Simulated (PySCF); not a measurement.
# Frontier orbitals and the lowest excitations

Species: GeH2(NHMe)2, C₂H₁₀GeN₂.
Cartesian coordinates in Å at the PBE0-D3(BJ)/def2-SVP level; atoms count from 1:
```
atom  x, y, z in Å
Ge1    1.0464   -0.2407    0.0331
H2     1.3100    0.0069    1.5318
H3     2.3650   -0.3625   -0.7703
N4    -0.0489    1.1484   -0.4568
C5     0.1168    2.4878    0.0508
H6    -0.3651    1.1251   -1.4212
H7    -0.8272    3.0573   -0.0109
H8     0.3892    2.4504    1.1185
H9     0.8974    3.0912   -0.4575
N10    0.2042   -1.8340   -0.2191
C11   -1.1110   -2.1091    0.3033
H12    0.4231   -2.3262   -1.0774
H13   -1.2741   -3.1952    0.4140
H14   -1.2131   -1.6711    1.3092
H15   -1.9454   -1.7046   -0.3036
```

Theory: TDDFT CAM-B3LYP/def2-SVPD, vertical, gas phase, core orbitals frozen in the response (PySCF 2.14.0, density-fitted response routines). Relativistic effects, spin–orbit coupling among them, are left out although an element past zinc is present.

Frontier orbitals with the atoms that hold most of them (Löwdin shares over 4%, at most four atoms; ? is withheld):

```json
{"orbital": "HOMO-3", "ε (eV)": "-10.95", "atoms": "N10 26%, C11 21%, Ge1 16%, H13 9%"}
{"orbital": "HOMO-2", "ε (eV)": "-10.78", "atoms": "Ge1 36%, H2 28%, H3 15%, N4 8%"}
{"orbital": "HOMO-1", "ε (eV)": "-7.96", "atoms": "?"}
{"orbital": "HOMO", "ε (eV)": "?", "atoms": "N4 51%, C5 11%, N10 10%, Ge1 8%"}
{"orbital": "LUMO", "ε (eV)": "1.17", "atoms": "?"}
{"orbital": "LUMO+1", "ε (eV)": "1.48", "atoms": "C5 23%, Ge1 17%, H9 8%, H3 7%"}
{"orbital": "LUMO+2", "ε (eV)": "1.90", "atoms": "Ge1 30%, H3 16%, H2 13%, H6 10%"}
```

(1) Give the leading atoms of the LUMO.

(2) Which atoms hold the HOMO-1, and with what shares?

(3) What is the HOMO energy, and the HOMO–LUMO gap?

## Answers

(1) Ge1 (bonded to 2 N and 2 H) 36%; C11 (bonded to N and 3 H) 11%; H12 (bonded to N) 8%; H6 (bonded to N) 8%. By element: germanium 36%, hydrogen 16% or more, carbon 11% or more.

(2) N10 (bonded to C, Ge and H) 50%; N4 (bonded to C, Ge and H) 12%; C11 (bonded to N and 3 H) 12%; Ge1 (bonded to 2 N and 2 H) 7%. By element: nitrogen 62%, carbon 12% or more, germanium 7%.

(3) ε(HOMO) = -7.87 eV; the gap is 9.04 eV (0.3322 hartree).

Q: The HOMO–LUMO gap is 9.04 eV. Where does the response calculation put the lowest singlet, and from which orbitals?

A: S1 is at 5.84 eV (f = 0.0053), 3.20 eV below the gap, made of HOMO→LUMO (49%), HOMO-1→LUMO+1 (21%), HOMO-1→LUMO (19%). Without the coupling terms of the response equations the lowest excitation would equal the gap.

Next come S2 at 5.87 eV (f 0.0061), HOMO-1→LUMO (47%), HOMO→LUMO+1 (23%), HOMO→LUMO (15%); S3 at 6.38 eV (f 0.015), HOMO→LUMO+1 (61%), HOMO→LUMO (12%), HOMO-1→LUMO+1 (8%); S4 at 6.78 eV (f 0.018), HOMO-1→LUMO+1 (48%), HOMO-1→LUMO (18%); S5 at 6.86 eV (f 0.072), HOMO→LUMO+2 (72%), HOMO→LUMO (10%).

Löwdin shares depend on the basis, the more so with diffuse functions.

One conformer stands for the species.
